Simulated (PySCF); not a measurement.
Start geometry of `ClC(Cl)C1=CC=CC=CC1` from GFN2-xTB (Å):
```
atom  x, y, z in Å
Cl1    3.3106   -0.4459   -1.2427
C2     2.3171   -0.1846    0.2250
Cl3    2.3627   -1.6714    1.2147
C4     0.9166    0.1518   -0.1400
C5     0.3693    1.3276    0.2150
C6    -1.0131    1.6689    0.0419
C7    -2.0421    0.7993    0.1450
C8    -1.9073   -0.5987    0.4455
C9    -0.8918   -1.3683    0.0400
C10    0.1292   -0.8545   -0.9252
H11    2.8084    0.6002    0.8027
H12    0.9894    2.0805    0.6851
H13   -1.2337    2.7250   -0.0448
H14   -3.0502    1.1935    0.1354
H15   -2.6890   -1.0273    1.0589
H16   -0.7896   -2.3835    0.3935
H17   -0.3633   -0.3546   -1.7635
H18    0.7681   -1.6515   -1.2982
```

What comes out of this run: PySCF, PBE0-D3(BJ)/def2-SVP geometry optimisation, gas phase?

```
atom  x, y, z in Å
Cl1    3.7417   -0.2082   -1.0665
C2     2.7639    0.0137    0.4204
Cl3    2.9045   -1.4413    1.4513
C4     1.3410    0.2920    0.0824
C5     0.7842    1.4790    0.4245
C6    -0.6106    1.8128    0.2822
C7    -1.6526    0.9365    0.3791
C8    -1.5414   -0.4786    0.6408
C9    -0.5085   -1.2564    0.2517
C10    0.5564   -0.7443   -0.6687
H11    3.2245    0.8385    0.9752
H12    1.4281    2.2488    0.8646
H13   -0.8539    2.8788    0.2311
H14   -2.6608    1.3637    0.3957
H15   -2.3509   -0.9337    1.2213
H16   -0.4444   -2.2893    0.6068
H17    0.0942   -0.2703   -1.5526
H18    1.2156   -1.5493   -1.0176
```

The energy falls by 1.4 kcal/mol over 5 energy and gradient evaluations, the largest force component goes from 0.0110 to 2.5e-04 Eh/bohr, and the atoms move by 0.069 Å rms after alignment. Among the bonds, C6=C7, C8=C9, C5–H12, C7–H14, C8–H15 and C9–H16 change most and about equally (+0.013 to +0.014 Å). Bonds longer at the end by more than 0.005 Å: 12 of 18; shorter: 0. Among the angles that change most is C4–C10–C9, from 104.5° to 107.5°. Rotational constants go from 1760, 659.3, 575.5 to 1729, 641.1, 563.7 MHz. The orientation of the end geometry is arbitrary; only internal coordinates are fixed.

The run used 188 basis functions and 35 SCF cycles in all. Time: 2.9 min of wall time. Hardware: an Arm Neoverse N1 with one thread, on a shared host.

No PBE0-D3(BJ)/def2-SVP frequencies stand behind this structure, so it isn't proved a minimum. The numbers are those of one conformer.
